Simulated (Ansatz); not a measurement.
Basis-set extrapolation for C₂H₄FNSi (`FC1C=N[SiH2]1`) (PBE0-D4/def2-TZVP geometry, frozen core, Ansatz). Multiplicity 1, RHF reference.

```json
{"": "HF", "def2-TZVPP": "-520.944680", "def2-QZVPP": "-520.963996"}
{"": "MP2 correlation", "def2-TZVPP": "-0.876366", "def2-QZVPP": "-0.943889"}
{"": "CCSD(T) correlation", "def2-TZVPP": "-0.944220", "def2-QZVPP": "not run"}
```

Energies in hartree. Use E(X) = E(∞) + A·exp(−7.88·√X) for Hartree–Fock and E(X) = E(∞) + B·X^(−2.97) for correlation, with X = 3 and 4, and add CCSD(T) minus MP2 of the smaller set to the MP2 limit.

**Question.** What is the CCSD(T) energy at the basis-set limit?

**Answer.** HF limit: -520.963996 + (-0.019316) × 0.13774 = -520.96666. MP2 limit: -0.943889 + (-0.067523) × 0.74074 = -0.99391. Higher-order term: -0.944220 − (-0.876366) = -0.06785. Total: -522.02842 hartree, 3.80 eV below CCSD(T)/def2-TZVPP.
